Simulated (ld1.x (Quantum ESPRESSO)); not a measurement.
## Se, RRKJ: configuration errors across variants

| Property | Result |
| --- | --- |
| Element | Se |
| Generator | ld1.x (Quantum ESPRESSO) 7.5 |
| Type | norm-conserving RRKJ (Kleinman–Bylander form) |
| Functional | BP86 |
| Relativity | scalar-relativistic |
| Frozen core | [Ar] 3d10 |
| Valence charge | 6 |
| Reference configuration | 4s1 4p5 |
| Partial waves | 4p (bound): rc 1.45 bohr; 4s (bound): rc 1.55 bohr |
| Local potential | the s channel |
| Core correction | a·sin(br)/r model core inside 0.75 bohr |

All-electron excitation energies from the reference (eV): (1) 4s2 4p4 -10.906; (2) 4s2 4p3 0.058; (3) 4s2 4p2 20.545; (4) 4s2 4p4.3 -12.533; (5) 4s1 4p4 11.617; (6) 4s2 4p0 93.955; (7) 4s0 4p6 11.113.

1 further variants failed, have other tests or too few solved ones, and are left out.

A true bound ghost makes a file unfit for plane-wave use even where its test errors are small: the radial tests pick states by their node count and pass the ghost by.

Errors AE − PS in meV (a dash: test not solved or not reliable):

| change | (1) | (2) | (3) | (4) | (5) | (6) | (7) | bound ghosts |
| --- | --- | --- | --- | --- | --- | --- | --- | --- |
| base | -6.1 | -5.2 | -10 | -6.4 | -4.0 | -90 | -8.7 | none |
| wave 4s (bound): rc 1.55 bohr becomes 4s (bound): rc 0.98 bohr | -21 | -35 | -63 | -19 | -5.6 | -125 | -47 | p |
| wave 4s (bound): rc 1.55 bohr becomes 4s (bound): rc 1.26 bohr | -8.5 | -7.3 | -15 | -9.4 | -6.1 | -80 | -12 | p |
| wave 4s (bound): rc 1.55 bohr becomes 4s (bound): rc 1.42 bohr | -5.9 | -5.1 | -10 | -6.2 | -4.0 | -91 | -8.5 | none |
| wave 4s (bound): rc 1.55 bohr becomes 4s (bound): rc 2.06 bohr | -103 | -54 | -313 | -195 | -231 | +38 | -168 | p |
| wave 4s (bound): rc 1.55 bohr becomes 4s (bound): rc 2.30 bohr | -32 | -31 | +45 | -23 | +30 | +159 | -36 | none |

(1) Give the same row for: wave 4s (bound): rc 1.55 bohr becomes 4s (bound): rc 1.68 bohr.

Results:

(1) -8.0, -7.1, -13, -8.5, -4.8, -78, -11; bound ghosts: none.
